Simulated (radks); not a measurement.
Problem. As, configuration [Ar] 3d10 4s2 4p3 (the NIST ground configuration). All-electron calculation, Dirac Kohn-Sham, Slater X-alpha with alpha = 0.784, spin-unpolarised, spherical densities, point nucleus; open shells fill j = l - 1/2 first. Program: a radial shooting solver on a logarithmic mesh with Libxc functionals. Some entries of the table are withheld. Estimate them.

| orbital | occ. | eigenvalue (eV) | <1/r> (bohr^-1) |
|---|---|---|---|
| 1s1/2 | 2 | -11740.10 | 33.46 |
| 2s1/2 | 2 | (1) | 7.425 |
| 2p1/2 | 2 | -1338.784 | 7.398 |
| 2p3/2 | 4 | -1301.931 | 7.182 |
| 3s1/2 | 2 | -192.2545 | 2.403 |
| 3p1/2 | 2 | -139.4503 | (2) |
| 3p3/2 | 4 | -134.3446 | (3) |
| 3d3/2 | 4 | (4) | (5) |
| 3d5/2 | 6 | (6) | (7) |
| 4s1/2 | 2 | (8) | 0.6924 |
| 4p1/2 | 2 | (9) | 0.5347 |
| 4p3/2 | 1 | (10) | 0.5223 |

Solution. 
(1) 2s1/2 eigenvalue (eV): -1494.425
(2) 3p1/2 <1/r> (bohr^-1): 2.283
(3) 3p3/2 <1/r> (bohr^-1): 2.231
(4) 3d3/2 eigenvalue (eV): -43.2358
(5) 3d3/2 <1/r> (bohr^-1): 1.936
(6) 3d5/2 eigenvalue (eV): -42.4839
(7) 3d5/2 <1/r> (bohr^-1): 1.922
(8) 4s1/2 eigenvalue (eV): -14.6621
(9) 4p1/2 eigenvalue (eV): -5.3461
(10) 4p3/2 eigenvalue (eV): -5.0537
